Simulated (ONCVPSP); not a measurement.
## u(r) = r·R(r): atom against pseudo-atom (hafnium (Hf))

Columns: radius, all-electron u(r) and pseudo u(r) of the 5s shell (level -67.00 eV) of hafnium in the configuration [Kr] 4d10 4f14 5s2 5p6 5d2 6s2; revPBE, scalar-relativistic, ONCV scheme, ONCVPSP 4.0.1.

```
r (bohr)  all-electron  pseudo
   0.148        0.3979  0.0598
   0.295       -0.3941  0.1734
   0.443       -0.4745  0.3665
   0.590        0.1693  0.6111
   0.738        0.7478  0.8482
   0.885        1.0444  1.0137
   1.033        1.1117  1.0737
   1.180        1.0409  1.0261
   1.328        0.9050  0.9026
   1.475        0.7516  0.7514
   1.623        0.6038  0.6037
   1.770        0.4751  0.4750
   1.918        0.3672  0.3671
   2.065        0.2808  0.2808
   2.213        0.2125  0.2124
   2.360        0.1599  0.1599
   2.508        0.1195  0.1195
   2.655        0.0891  0.0891
   2.802        0.0662  0.0662
   2.950        0.0490  0.0490
   3.098        0.0361  0.0361
   3.245        0.0267  0.0267
   3.393        0.0196  0.0196
   3.540        0.0144  0.0144
   3.688        0.0105  0.0105
   3.835        0.0077  0.0077
```

How many radial nodes do the two functions have?

The all-electron 5s function has n − l − 1 = 4 (the table is too coarse to show those close to the nucleus); the pseudo-wave has 0, since the states of the same l below it are removed with the core.

At about which radius was the pseudo-wave matched?

1.65 bohr. The columns agree to 0.0005 from 1.48 bohr on; several derivatives are matched, so the curves merge somewhat inside the radius.

Is the pseudo-wave norm-conserving?

Yes: the ONCV scheme keeps the norm inside the radius equal to the all-electron one, which fixes the energy derivative of the logarithmic derivative at the level.
